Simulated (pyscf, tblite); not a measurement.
BiH₃ + Cl–Ge:–Cl [singlet] → Cl–BiH₂ + Cl–GeH: [singlet]: energy along the mass-weighted descent from the GFN2-xTB saddle (tblite), relative to the relaxed reactant side, a complex of the molecules.

```
s (amu^1/2 bohr) | E (kcal/mol)
    -12.8 | ## 1.9
    -10.7 | ### 2.6
    -7.80 | ##### 3.7
    -4.92 | ######## 6.5
    -2.04 | ######################### 20.1
    0.000 | ############################## 24.4
     1.80 | ############################ 22.8
     4.68 | ####################### 19.0
     7.38 | ###################### 17.7
     8.03 | ##################### 17.4
     8.50 | ##################### 17.2
```

### Question
The GFN2-xTB barrier from the reactant side is 1.06 eV. What does ωB97X-D3(BJ) (PySCF) give from its own reactant-side minimum, in def2-SVP and in def2-TZVP?

### Answer
0.65 eV in the double-zeta basis after reoptimising the saddle, and 0.66 eV in the triple-zeta single point, so the tight-binding barrier lies 0.39 eV over the latter. The imaginary mode goes from 412i to 335i cm⁻¹.
